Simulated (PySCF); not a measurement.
Compound: C₆H₁₄P (charge +1).
Numbering: `[CH3:1][C@@H:2]1[CH2:3][CH2:4][P@@H+:5]([CH3:6])[CH2:7]1`

NICS is the negative of the GIAO shielding at a point without a nucleus: at the ring centre (0) and 1 Å above and below it (1); zz is the component along the ring normal. Level: GIAO PBE0/pcSseg-1 (PySCF, non-relativistic, gas phase) on the GFN2-xTB geometry, one conformer.

Ring bond lengths (Å), with Mayer bond orders in brackets: C2–C3 1.533 (1.00), C3–C4 1.540 (0.99), C4–P5 1.820 (0.98), P5–C7 1.815 (0.98), C7–C2 1.540 (0.98).

Q: Give the NICS values of each ring in ppm.

A: 
```tsv
ring	type	NICS(0)	NICS(1), two faces	NICS(1)zz, two faces	rms pucker (Å)	centre to ring atoms, mean (Å)
C2–C3–C4–P5–C7	5-membered ring with P; formal bonds all single	-7.0	-4.3 / -5.4	-4.4 / -8.4	0.20	1.37
```

Q: What can be read from them?

A: 
- C2–C3–C4–P5–C7: mean NICS(1)zz -6.4 ppm, shielded. C2, C3, C4, P5, C7 have four or more neighbours, and the NICS criterion for π rings isn't applied. The two faces differ by 4.0 ppm, so no symmetry operation interchanges them.

Q: What field does 7.05 T along the ring normal induce along that normal at the first NICS(1) probe listed for ring C2–C3–C4–P5–C7, 1 Å off the ring?

A: NICSzz × B0 = -4.4 ppm × 7.05 T = -31 μT, against the applied field.

Q: What are the shieldings of the ring atoms and their hydrogens in the same run (means over atoms taken as equivalent)?

A: 
```json
{"atoms": "C2", "environment": "sp3 CH carbon", "σ isotropic (ppm)": "146.8"}
{"atoms": "C3", "environment": "ring CH2 carbon", "σ isotropic (ppm)": "150.9"}
{"atoms": "C4", "environment": "sp3 carbon bound to phosphorus", "σ isotropic (ppm)": "166.0"}
{"atoms": "P5", "environment": "phosphonium phosphorus", "σ isotropic (ppm)": "320.0"}
{"atoms": "C7", "environment": "sp3 carbon bound to phosphorus", "σ isotropic (ppm)": "153.6"}
{"atoms": "H on C2", "environment": "methine hydrogen", "σ isotropic (ppm)": "28.60"}
{"atoms": "H on C3", "environment": "methylene hydrogen", "σ isotropic (ppm)": "29.58"}
{"atoms": "H on C3", "environment": "methylene hydrogen", "σ isotropic (ppm)": "29.20"}
{"atoms": "H on C4", "environment": "methylene hydrogen", "σ isotropic (ppm)": "29.26"}
{"atoms": "H on C4", "environment": "methylene hydrogen", "σ isotropic (ppm)": "28.84"}
{"atoms": "H on P5", "environment": "P–H hydrogen", "σ isotropic (ppm)": "25.69"}
{"atoms": "H on C7", "environment": "methylene hydrogen", "σ isotropic (ppm)": "29.41"}
{"atoms": "H on C7", "environment": "methylene hydrogen", "σ isotropic (ppm)": "29.11"}
```
